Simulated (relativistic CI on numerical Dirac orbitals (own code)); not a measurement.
**Forbidden transitions in Ga⁶⁺**

These numbers are calculated, not measured: Dirac-Coulomb-Breit CI, orbitals from a KLI potential per configuration, model QED, unscaled Slater integrals (own radial code, finite nucleus).

Configuration list (outside the closed core [Ne]): 3s²3p⁶3d⁷, 3s²3p⁶3d⁶4s, 3s²3p⁵3d⁸, 3s²3p⁶3d⁶4p, 3s²3p⁴3d⁹, 3s²3p⁶3d⁶4d, 3s3p⁶3d⁸, 3s²3p⁶3d⁶5s, 3s²3p⁶3d⁶5p, 3s²3p⁶3d⁶4f, 3s²3p⁶3d⁶5d, 3s²3p⁶3d⁵4s², 3s²3p⁶3d⁶5f, 3s²3p⁶3d⁶5g, 3p⁶3d⁹, 3s²3p⁵3d⁷4s. Levels of other configurations are missing.

```csv
λ vac (Å),Lower,Upper,Type,A (s⁻¹),E lower (cm⁻¹),E upper (cm⁻¹)
1493.5,3s²3p⁶3d⁷ ⁴F9/2 [1],3s²3p⁶3d⁷ ²F7/2 [17],M1,1.68e+00,0.0,66958.7
1602.8,3s²3p⁶3d⁷ ⁴F5/2 [3],3s²3p⁶3d⁷ ²F7/2 [17],M1,7.09e-01,4568.7,66958.7
1662.8,3s²3p⁶3d⁷ ⁴F3/2 [4],3s²3p⁶3d⁷ ²F5/2 [16],M1,1.88e+00,5801.9,65943.1
2591.9,3s²3p⁶3d⁷ ⁴F5/2 [3],3s²3p⁶3d⁷ ²D3/2 [14],M1,1.01e+01,4568.7,43150.9
2677.4,3s²3p⁶3d⁷ ⁴F3/2 [4],3s²3p⁶3d⁷ ²D3/2 [14],M1,4.85e+00,5801.9,43150.9
2701.1,3s²3p⁶3d⁷ ²G9/2 [8],3s²3p⁶3d⁷ ²F7/2 [17],M1,1.71e+00,29937.2,66958.7
2765.6,3s²3p⁶3d⁷ ⁴F7/2 [2],3s²3p⁶3d⁷ ²D5/2 [12],M1,1.24e+01,2706.0,38864.6
2897.7,3s²3p⁶3d⁷ ²G7/2 [9],3s²3p⁶3d⁷ ²F7/2 [17],M1,2.39e+00,32448.7,66958.7
2915.8,3s²3p⁶3d⁷ ⁴F5/2 [3],3s²3p⁶3d⁷ ²D5/2 [12],M1,1.20e+00,4568.7,38864.6
3338.5,3s²3p⁶3d⁷ ⁴F5/2 [3],3s²3p⁶3d⁷ ²P3/2 [10],M1,2.03e+00,4568.7,34522.2
3340.3,3s²3p⁶3d⁷ ⁴F9/2 [1],3s²3p⁶3d⁷ ²G9/2 [8],M1,6.37e+00,0.0,29937.2
3362.2,3s²3p⁶3d⁷ ⁴F7/2 [2],3s²3p⁶3d⁷ ²G7/2 [9],M1,2.36e+00,2706.0,32448.7
3481.9,3s²3p⁶3d⁷ ⁴F3/2 [4],3s²3p⁶3d⁷ ²P3/2 [10],M1,1.50e+00,5801.9,34522.2
3586.8,3s²3p⁶3d⁷ ⁴F5/2 [3],3s²3p⁶3d⁷ ²G7/2 [9],M1,1.62e+00,4568.7,32448.7
3672.3,3s²3p⁶3d⁷ ⁴F7/2 [2],3s²3p⁶3d⁷ ²G9/2 [8],M1,1.78e+00,2706.0,29937.2
6999.2,3s²3p⁶3d⁷ ²G9/2 [8],3s²3p⁶3d⁷ ²H9/2 [15],M1,2.67e+00,29937.2,44224.6
8401.0,3s²3p⁶3d⁷ ²G9/2 [8],3s²3p⁶3d⁷ ²H11/2 [13],M1,7.15e-01,29937.2,41840.4
11589.3,3s²3p⁶3d⁷ ²P3/2 [10],3s²3p⁶3d⁷ ²D3/2 [14],M1,3.20e+00,34522.2,43150.9
14532.4,3s²3p⁶3d⁷ ⁴P5/2 [6],3s²3p⁶3d⁷ ²P3/2 [10],M1,1.83e+00,27641.0,34522.2
36954.8,3s²3p⁶3d⁷ ⁴F9/2 [1],3s²3p⁶3d⁷ ⁴F7/2 [2],M1,6.65e-01,0.0,2706.0
```

Terms are leading LS components. Brackets give the number of a level in order of energy, since labels repeat. The list gives strong lines, with weight on those to low levels, among the lowest 200 of 2479 levels, so that lines to higher ones, which can be the strongest, are missing. Levels whose partners in the same complex of configurations lie outside the list can be far off, and so can their lines. Rates are taken at the computed energies, electric ones in the length gauge.

At this charge configurations can still be misplaced by up to about 7 % of their energy. Terms inside the open d or f shell come out 10 to 20 % too wide with unscaled integrals. 3 of the 3 excited levels that our extract of the measured tables holds in this range could be paired (the sources list more); they are missed by 116 cm⁻¹ on average and 141 at most, and levels without a partner can miss by more. Some levels of the ground configuration have no partner and can miss by 10 % or more.
